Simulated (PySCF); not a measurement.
All values below come from PySCF with PBE-D3(BJ)/def2-TZVP // BP86-D3(BJ)/def2-SVP. Gas-phase values, no solvent. One relaxed conformer stands for a flexible species; it need not be the lowest. 

Reference species: [Ti(Cl)4] (neutral, multiplicity 1).

```yaml
mean_distance_from_the_central_atom_to_its_bonded_neighbours: 2.174 Å
LUMO: -4.62 eV
```

Changed species: [Ti(Cl)2(OH)2] (2 of 4 Cl replaced by OH; the reference has 0 of 4 Cl replaced by OH).

**Question.** What does the change do to the mean distance from the central atom to its bonded neighbours and LUMO?

**Answer.** the mean distance from the central atom to its bonded neighbours drops by 0.187 Å, to 1.987 Å; the LUMO increases by 1.21 eV, to -3.41 eV.
